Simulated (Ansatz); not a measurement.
Species: Be2F2, net charge 0, singlet state. SMILES: [F][Be][Be][F]
Coordinates optimised at B3LYP-D3(BJ)/def2-TZVP (Ansatz, an electronic-structure program):
```xyz
4

F      0.0000     0.0000    -2.3946
Be     0.0000     0.0000    -1.0211
Be     0.0000     0.0000     1.0211
F      0.0000     0.0000     2.3946
```

Computed values are from Ansatz. Cores are frozen in the correlated levels unless marked. UHF or UKS for open shells. No spin-orbit coupling. No relativistic terms. Basis-set limits of correlation are two-point, X^-3; Hartree-Fock from the larger set. [CCSD(T)-MP2]/basis is that difference in the basis named.

What is the dipole moment at CCSD(T)/def2-SVPD?

0.00 D.

What is the T1 diagnostic at CCSD/def2-QZVPPD?

0.013.

What is the atomisation energy De at CCSD(T)/CBS(def2-TZVPPD,def2-QZVPPD)?

348.1 kcal/mol.

What is the total energy at CCSD(T)/CBS(def2-TZVPPD,def2-QZVPPD)?

-229.1256 Eh.

What is the vertical ionisation energy (to the doublet) at RI-MP2/CBS(def2-TZVPPD,def2-QZVPPD)+[CCSD(T)-MP2]/def2-TZVPPD?

10.99 eV.
